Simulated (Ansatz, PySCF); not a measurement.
Reaction (SMILES): C[SiH2]O[SiH2]C → C[SiH2]O[SiH2] + [CH3] (CH3) (the C-Si bond at the site shown breaks; other sites are not compared here)
Each molecule is optimised on its own at B3LYP-D3(BJ)/def2-TZVP (Ansatz, a quantum-chemistry and plane-wave program), one conformer each, not searched for the lowest.

Property: bond dissociation energy (enthalpy at 298 K, with B3LYP-D3(BJ) rigid-rotor harmonic-oscillator terms from PySCF), in kJ/mol. Valence correlation only, unless marked. Open shells are spin-unrestricted. No spin-orbit coupling. Non-relativistic. CBS(X,Y): correlation extrapolated as X^-3; Hartree-Fock from the larger set.

CCSD(T)/CBS(cc-pV(T+d)Z,cc-pV(Q+d)Z) (Ansatz) gives 389.1 kJ/mol.

Task: Another calculation gave 390.3 kJ/mol. Which level was it?
A) B2GP-PLYP/def2-TZVPD (Ansatz)
B) BLYP/def2-TZVPD (Ansatz)
C) B3LYP/def2-TZVPD (Ansatz)
D) wB97X-V/def2-TZVPD (Ansatz)

Result: D, wB97X-V/def2-TZVPD (Ansatz). The others give 374.0 (B2GP-PLYP), 345.3 (BLYP), 356.7 (B3LYP) kJ/mol.
